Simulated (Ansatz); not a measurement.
Computed with Ansatz on PBE0-D4/def2-TZVP structures; ΔE is electronic, products minus reactants. CCSD(T)/CBS adds triple-zeta CCSD(T) − MP2 to the extrapolated MP2 energy (def2 sets, frozen cores). This one scheme is used for every species. DFT in def2-TZVPP. Each species was taken in one conformer, which may not be the lowest.

`C=CCCC(=O)OCC` + `N[SiH3]` → `C=CN[SiH3]` + `CCOC(=O)CC`  (substitution at a C–C bond)

Task: Is it downhill or uphill in electronic energy at CCSD(T)/CBS, and by how much? (Best estimate.)

Result: Ansatz gave: Uphill: ΔE = +10.2 kJ/mol.

Task: What do these levels give: PBE-D4, r2SCAN-D4, PBE0-D4, ωB97M-V, B2PLYP, r2SCAN, PBE0, HF/def2-TZVPP, CCSD/def2-TZVPP, SCS-MP2/def2-QZVPP, HF/CBS(def2), MP2/CBS(def2)? (Estimate.)

Result: The calculation gave: PBE-D4 -3.6, r2SCAN-D4 -1.8, PBE0-D4 -0.1, ωB97M-V 5.8, B2PLYP 1.6, r2SCAN -2.7, PBE0 -1.8, HF/def2-TZVPP 3.3, CCSD/def2-TZVPP 9.5, SCS-MP2/def2-QZVPP 9.3, HF/CBS(def2) 3.2, MP2/CBS(def2) 10.5 kJ/mol.

Largest T1 diagnostic among the species: 0.013.

From PBE to PBE0 (25 % exact exchange), in def2-TZVPP and without D4, ΔE moves by +3.6 kJ/mol. In def2-TZVPP, CCSD(T) changes the Hartree–Fock value by +6.2 kJ/mol (the triples alone add +0.1 kJ/mol) and MP2 by +6.6 kJ/mol.
